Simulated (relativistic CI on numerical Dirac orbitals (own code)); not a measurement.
## Ho III: calculation against measurement

Calculated at this level of theory: Dirac-Coulomb-Breit CI, orbitals from a KLI potential per configuration, model QED, valence Slater integrals scaled by 0.85, P86 correlation energy added to each configuration (own radial code, finite nucleus).

CI space (outside the closed core [Kr] 4d10 5s2): 4f11.5p6, 4f10.5p6.5d, 4f10.5p6.6s, 4f10.5p6.6p, 4f9.5p6.6s2, 4f10.5p6.7s, 4f10.5p6.7p, 4f13.5p4. Levels of other configurations are missing.

| Configuration | Term (tabulated) | J | Measured (cm⁻¹) | Computed | Error | Purity (%) |
| --- | --- | --- | --- | --- | --- | --- |
| 4f11.5p6 | 4I° | 15/2 | 0.0 | 0 | 0 | 97 |
| 4f11.5p6 | 4I° | 13/2 | 5439.0 | 5398 | -41 | 99 |
| 4f11.5p6 | 4I° | 11/2 | 8644.0 | 8552 | -92 | 85 |
| 4f11.5p6 | 4I° | 9/2 | 10770.4 | 10664 | -106 | 67 |
| 4f11.5p6 | 4F° | 9/2 | 13330.0 | 14480 | 1150 | 60 |
| 4f11.5p6 | 2H°2 | 11/2 | 16891.2 | 17321 | 430 | 69 |
| 4f11.5p6 | 4F° | 7/2 | 17867.0 | 19518 | 1651 | 89 |
| 4f11.5p6 | 4F° | 5/2 | 19375.3 | 21127 | 1752 | 86 |
| 4f10.5p6.6s | (8,1/2) | 15/2 | 22994.0 | 5257 | -17737 | 63 |
| 4f11.5p6 | 4G° | 9/2 | 23881.7 | 26210 | 2329 | 70 |
| 4f10.5p6.6s | (7,1/2) | 15/2 | 27180.1 | 9324 | -17857 | 71 |

Measured levels from Martin, Zalubas and Hagan, Atomic Energy Levels: The Rare-Earth Elements, NSRDS-NBS 60 (1978); whole-number values converted from NIST levels in rydberg listed in Nahar, Atoms 12, 24 (2024); pairs were made by configuration, J and term (by order where the table uses no LS term), so strongly mixed levels may be paired wrongly.

Mean error by configuration (cm⁻¹): 4f11.5p6 884; 4f10.5p6.6s -17797. Over the excited levels the mean absolute error is 4314 cm⁻¹ (10 of the 34 excited levels that our extract of the source holds in range could be paired, and the others can miss by more), and the median relative error of those above 1,000 cm⁻¹ is 8.8 %. Some levels of the ground configuration have no partner.
